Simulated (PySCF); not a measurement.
Harmonic spectrum computed at PBE0 in the def2-TZVP basis family (core potentials from Rb on, PySCF, no spin–orbit coupling):

```
ω (cm⁻¹)  IR (km/mol)
      61         41.9
     115         17.9
     200          1.8
     369         33.0
     423          154
     995          231
```

Q: Which molecule gave it? In each, all ligands are bound to the one heavy central atom.
A. WOCl₂ (triplet)
B. ZrOCl₂ (singlet)
C. MoOCl₂ (triplet)
D. TaOCl₂ (doublet)

A: B. It has Cs symmetry with Zr–Cl 2.374 Å (×2), Zr–O 1.723 Å.
